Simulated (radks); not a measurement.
Q: These are the eigenvalues of the occupied orbitals of an atom or ion with whole-number occupations (eV). Method: scalar-relativistic Kohn-Sham, PBEsol, spin-polarised, spherical densities, finite nucleus; Fermi nuclear charge, rms radius of each element as measured or else 0.836 A^(1/3) + 0.57 fm; computed with a radial shooting solver on a logarithmic mesh with Libxc functionals.

1s up: -8207.560
1s down: -8207.559
2s up: -983.5444
2s down: -983.0129
2p up: -846.8765
2p down: -846.4748
3s up: -114.5000
3s down: -113.4434
3p up: -75.1356
3p down: -74.0997
3d up: -13.3803
3d down: -12.4617

Which element is it, and in what charge state? The configuration may be excited. Open shells, if any, are filled with parallel spins first.

A: Z = 28, nickel, charge +1: Ni+ in [Ar] 3d9. The list shows which subshells hold electrons but not how many an open one holds; the 1s level, -301.62 hartree, gives Z - s = 24.6 by -(Z - s)^2/2, which with screening and relativity narrows Z to a few neighbours, and the depths of the outer levels then fix element, charge and occupations together.
